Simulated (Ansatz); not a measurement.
Species: C₅H₅S, net charge 0, doublet state. It need not be the lowest isomer of its formula. 
Geometry from a B3LYP-D3(BJ)/def2-TZVP (Ansatz, a first-principles code) optimisation:
SMILES: Cc1cc[c]s1
```xyz
11

C     -2.2165    -0.0766    -0.0563
C     -0.7340    -0.1561     0.1039
C     -0.0080    -0.9780     0.9158
C      1.4148    -0.7946     0.8261
C      1.6864     0.1765    -0.0680
S      0.3307     0.8889    -0.8137
H     -2.6028     0.9110     0.2053
H     -2.6909    -0.8069     0.6005
H     -2.5286    -0.2935    -1.0803
H     -0.4683    -1.7059     1.5711
H      2.1428    -1.3548     1.3931
```
Charge 0, spin multiplicity 2.

Basis-set convergence of Hartree-Fock and MP2 correlation energies (hartree) with Ansatz. Correlated levels leave the core frozen unless marked. Open shells are spin-unrestricted. No spin-orbit coupling. Non-relativistic.

The UHF reference is spin-contaminated (<S^2> 0.39 over the pure value in the largest basis). 

```
basis        functions       E(HF)  E(corr, MP2)
-----------  ---------  ----------  ------------
cc-pV(D+d)Z        118  -589.71846      -0.74516
cc-pV(T+d)Z        259           ?             ?
```

Question: Complete the blanks.

Answer: 
- cc-pV(T+d)Z, E(HF): -589.78199
- cc-pV(T+d)Z, E(corr, MP2): -0.91982
